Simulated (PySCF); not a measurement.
## Basis-set dependence of population analyses: `CC[Si@@H](O)P`

Compound: C2H9OPSi.
Structure used (PBE0-D3(BJ)/def2-SVP), in Å, numbered top down from 1:
```xyz
14
C2H9OPSi angstrom
C     -1.9896    0.0277    0.2397
C     -0.6239    0.7050    0.1496
Si     0.8087   -0.5054    0.2665
O      0.6993   -1.7082   -0.8898
P      2.7315    0.6594   -0.0466
H     -2.1250   -0.4759    1.2099
H     -2.8145    0.7477    0.1230
H     -2.1021   -0.7415   -0.5400
H     -0.5032    1.4618    0.9455
H     -0.5239    1.2584   -0.8016
H      0.7691   -1.2387    1.5642
H      0.7979   -1.4310   -1.8054
H      2.6046    1.3652    1.1898
H      3.5631   -0.3606    0.5066
```

PBE0 throughout (PySCF), one geometry, spherical d and f functions. Isolated species at its PBE0-D3(BJ)/def2-SVP geometry (one conformer only). Atoms taken as equivalent share a column and are averaged. The first 7 of 11 kinds of atom are listed.

Mulliken charges (e):

```tsv
basis	functions	C1	C2	Si3	O4	P5	H6/H7/H8	H9
STO-3G	42	-0.234	-0.310	+0.624	-0.435	+0.108	+0.075	+0.066
6-31G	71	-0.477	-0.662	+0.884	-0.791	-0.193	+0.177	+0.194
pcSseg-0	71	-0.627	-1.041	+1.108	-0.819	-0.414	+0.238	+0.268
6-31G*	96	-0.527	-0.564	+0.719	-0.734	-0.276	+0.183	+0.190
cc-pVDZ	123	-0.093	-0.258	+0.454	-0.362	-0.192	+0.050	+0.056
def2-SVP	123	-0.082	-0.348	+0.573	-0.418	-0.170	+0.050	+0.071
aug-cc-pVDZ	204	+0.381	+0.398	+0.728	-0.742	-1.026	-0.162	-0.270
6-311+G(2d,p)	205	-0.543	-0.483	+0.800	-0.630	-0.281	+0.155	+0.150
def2-TZVP	221	-0.361	-0.328	+0.412	-0.528	-0.289	+0.127	+0.120
IGLO-III	283	-0.373	-0.426	+0.878	-0.647	-0.063	+0.126	+0.130
cc-pVTZ	284	-0.297	-0.278	+0.402	-0.366	-0.207	+0.103	+0.097
pcSseg-2	320	-0.068	-0.293	+0.656	-0.516	-0.080	+0.040	+0.050
```

IAO charges (e):

| basis | functions | C1 | C2 | Si3 | O4 | P5 | H6/H7/H8 | H9 |
| --- | --- | --- | --- | --- | --- | --- | --- | --- |
| STO-3G | 42 | -0.391 | -0.507 | +0.798 | -0.572 | +0.020 | +0.129 | +0.128 |
| 6-31G | 71 | -0.423 | -0.546 | +0.842 | -0.741 | -0.185 | +0.148 | +0.155 |
| pcSseg-0 | 71 | -0.413 | -0.567 | +0.854 | -0.716 | -0.213 | +0.145 | +0.157 |
| 6-31G* | 96 | -0.403 | -0.556 | +0.961 | -0.770 | -0.157 | +0.139 | +0.146 |
| cc-pVDZ | 123 | -0.403 | -0.551 | +0.954 | -0.768 | -0.163 | +0.138 | +0.145 |
| def2-SVP | 123 | -0.393 | -0.551 | +0.963 | -0.764 | -0.157 | +0.135 | +0.143 |
| aug-cc-pVDZ | 204 | -0.415 | -0.558 | +0.962 | -0.793 | -0.169 | +0.143 | +0.149 |
| 6-311+G(2d,p) | 205 | -0.418 | -0.570 | +0.988 | -0.801 | -0.158 | +0.144 | +0.150 |
| def2-TZVP | 221 | -0.417 | -0.573 | +1.001 | -0.801 | -0.160 | +0.143 | +0.150 |
| IGLO-III | 283 | -0.419 | -0.572 | +0.996 | -0.804 | -0.155 | +0.144 | +0.151 |
| cc-pVTZ | 284 | -0.418 | -0.570 | +0.990 | -0.796 | -0.166 | +0.143 | +0.150 |
| pcSseg-2 | 320 | -0.417 | -0.573 | +0.998 | -0.802 | -0.160 | +0.143 | +0.151 |

Hirshfeld charges (e):

| basis | functions | C1 | C2 | Si3 | O4 | P5 | H6/H7/H8 | H9 |
| --- | --- | --- | --- | --- | --- | --- | --- | --- |
| STO-3G | 42 | -0.044 | -0.104 | +0.400 | -0.276 | +0.040 | +0.012 | +0.006 |
| 6-31G | 71 | -0.094 | -0.147 | +0.348 | -0.333 | -0.061 | +0.038 | +0.040 |
| pcSseg-0 | 71 | -0.100 | -0.148 | +0.384 | -0.330 | -0.051 | +0.035 | +0.032 |
| 6-31G* | 96 | -0.094 | -0.149 | +0.326 | -0.308 | -0.062 | +0.037 | +0.041 |
| cc-pVDZ | 123 | -0.106 | -0.158 | +0.349 | -0.299 | -0.043 | +0.038 | +0.039 |
| def2-SVP | 123 | -0.110 | -0.160 | +0.356 | -0.305 | -0.037 | +0.039 | +0.039 |
| aug-cc-pVDZ | 204 | -0.122 | -0.173 | +0.365 | -0.312 | -0.038 | +0.043 | +0.043 |
| 6-311+G(2d,p) | 205 | -0.115 | -0.168 | +0.359 | -0.313 | -0.035 | +0.041 | +0.042 |
| def2-TZVP | 221 | -0.117 | -0.168 | +0.355 | -0.310 | -0.041 | +0.041 | +0.043 |
| IGLO-III | 283 | -0.122 | -0.171 | +0.359 | -0.310 | -0.030 | +0.042 | +0.042 |
| cc-pVTZ | 284 | -0.117 | -0.167 | +0.356 | -0.306 | -0.042 | +0.041 | +0.043 |
| pcSseg-2 | 320 | -0.122 | -0.173 | +0.364 | -0.313 | -0.039 | +0.043 | +0.044 |

ESP-fitted charges (e):

```csv
basis,functions,C1,C2,Si3,O4,P5,H6/H7/H8,H9
STO-3G,42,-0.354,-0.113,+0.616,-0.543,-0.282,+0.095,+0.030
6-31G,71,-0.368,-0.133,+0.645,-0.792,-0.518,+0.110,+0.065
pcSseg-0,71,-0.407,-0.162,+0.794,-0.777,-0.599,+0.117,+0.062
6-31G*,96,-0.397,-0.081,+0.512,-0.629,-0.425,+0.111,+0.058
cc-pVDZ,123,-0.329,-0.070,+0.488,-0.586,-0.370,+0.092,+0.047
def2-SVP,123,-0.311,-0.081,+0.531,-0.608,-0.392,+0.088,+0.045
aug-cc-pVDZ,204,-0.335,-0.052,+0.491,-0.589,-0.350,+0.093,+0.043
"6-311+G(2d,p)",205,-0.360,-0.046,+0.510,-0.627,-0.353,+0.100,+0.041
def2-TZVP,221,-0.356,-0.032,+0.494,-0.606,-0.349,+0.097,+0.037
IGLO-III,283,-0.324,-0.059,+0.467,-0.587,-0.320,+0.091,+0.044
cc-pVTZ,284,-0.345,-0.054,+0.484,-0.579,-0.349,+0.096,+0.044
pcSseg-2,320,-0.355,-0.048,+0.516,-0.617,-0.365,+0.098,+0.041
```

Problem. Which scheme is steadiest as the basis changes?

Solution. Largest range over the bases for any column: Hirshfeld 0.10 e, IAO 0.23 e, ESP-fitted 0.33 e, Mulliken 1.44 e. Hirshfeld charges move least and Mulliken charges most, counted in e. Without the minimal STO-3G basis the ranges are Hirshfeld 0.06, IAO 0.16, ESP-fitted 0.33, Mulliken 1.44 e.

Problem. How much do the charges still move between the two largest bases, cc-pVTZ and pcSseg-2?

Solution. At most, over all atoms: Mulliken 0.254 e, IAO 0.008 e, Hirshfeld 0.008 e, ESP-fitted 0.038 e.

Problem. What do the same runs give for the total energy, the frontier levels and the dipole moment?

Solution. 
| basis | energy (Eh) | HOMO (eV) | LUMO (eV) | μ (D) |
| --- | --- | --- | --- | --- |
| STO-3G | -778.1077 | -3.73 | 6.03 | 0.68 |
| 6-31G | -787.1530 | -7.24 | 0.60 | 1.55 |
| pcSseg-0 | -786.1877 | -7.35 | 0.49 | 1.24 |
| 6-31G* | -787.2670 | -7.19 | 0.59 | 1.20 |
| cc-pVDZ | -787.3171 | -7.18 | 0.56 | 1.16 |
| def2-SVP | -787.0026 | -7.23 | 0.57 | 1.13 |
| aug-cc-pVDZ | -787.3376 | -7.32 | -0.41 | 1.22 |
| 6-311+G(2d,p) | -787.3905 | -7.35 | -0.30 | 1.28 |
| def2-TZVP | -787.4066 | -7.31 | 0.11 | 1.23 |
| IGLO-III | -787.4110 | -7.29 | 0.04 | 1.23 |
| cc-pVTZ | -787.4071 | -7.29 | 0.20 | 1.18 |
| pcSseg-2 | -787.4216 | -7.35 | -0.10 | 1.24 |

The dipole is fixed by the density alone, so its range of 0.87 D shows that the density itself changes with the basis, not only its division among atoms.
